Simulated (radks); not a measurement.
The numbers below are computed, except where a source is named.
Isoelectronic series with 28 electrons, each ion in its NIST ground configuration. Code: a radial shooting solver on a logarithmic mesh with Libxc functionals. Model: scalar-relativistic Kohn-Sham, LDA (Slater exchange, Perdew-Wang correlation), spin-unpolarised, spherical densities, finite nucleus; Fermi nuclear charge, rms radius of each element as measured or else 0.836 A^(1/3) + 0.57 fm. Total energies (hartree) and orbital eigenvalues (hartree) (* marks an orbital that is empty in some or all of the ions):

ion    configuration  E (hartree)        4s*         3d         3p         3s
Ni      [Ar] 3d8 4s2  -1518.05417   -0.21533   -0.33590   -2.61875   -4.06080
Cu+        [Ar] 3d10  -1651.94650   -0.44656   -0.51474   -2.96743   -4.51411
Zn2+       [Ar] 3d10  -1792.24768   -0.85397   -1.14755   -3.83154   -5.49779
Ga3+       [Ar] 3d10  -1938.94407   -1.34880   -1.94222   -4.86629   -6.65903
Ge4+       [Ar] 3d10  -2092.02050   -1.92319   -2.88075   -6.05005   -7.97548
As5+       [Ar] 3d10  -2251.47609   -2.57287   -3.95300   -7.37104   -9.43485
Se6+       [Ar] 3d10  -2417.31737   -3.29523   -5.15284   -8.82238  -11.02993
Br7+       [Ar] 3d10  -2589.55691   -4.08865   -6.47629  -10.39982  -12.75631
Kr8+       [Ar] 3d10  -2768.21061   -4.95201   -7.92070  -12.10061  -14.61119
Rb9+       [Ar] 3d10  -2953.29750   -5.88460   -9.48417  -13.92290  -16.59281
Sr10+      [Ar] 3d10  -3144.83860   -6.88592  -11.16533  -15.86543  -18.70002
Zr12+      [Ar] 3d10  -3547.37791   -9.09362  -14.87685  -20.10801  -23.28882
Nb13+      [Ar] 3d10  -3758.42682  -10.29970  -16.90582  -22.40707  -25.76991
